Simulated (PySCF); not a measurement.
C2H5NO2Si, SMILES O1CN=C[Si@H]1O. Coordinates come from a PBE-D3(BJ)/def2-SVP optimisation. The structure was generated by enumeration; whether it is a known compound was not checked. One conformer was computed; it need not be the lowest.

Computed with PBE-D3(BJ)/def2-SVP in PySCF 2.14.0.

Harmonic wavenumbers (cm⁻¹): 127, 189, 292, 340, 423, 495, 645, 665, 739, 779, 822, 837, 889, 910, 945, 1029, 1039, 1194, 1257, 1297, 1399, 1596, 2232, 2944, 2983, 3053, 3757. Rotational constants (GHz): 5.860, 2.524, 2.050; symmetry number 1.

Task: Work out the zero-point energy and the ideal-gas rigid-rotor harmonic-oscillator thermochemistry at 298.15 K and 1 atm.

Result: ZPE = ½ Σ hcν = ½ × 32876 cm⁻¹ = 47.00 kcal/mol. H − E(el) = 51.53 kcal/mol. Entropy in cal/(mol K): translation 39.81, rotation 26.76, vibration 11.73, total 78.31. G − E(el) = 28.18 kcal/mol. Cp = 25.00 cal/(mol K). Modes under 150 cm⁻¹ make the vibrational entropy uncertain.
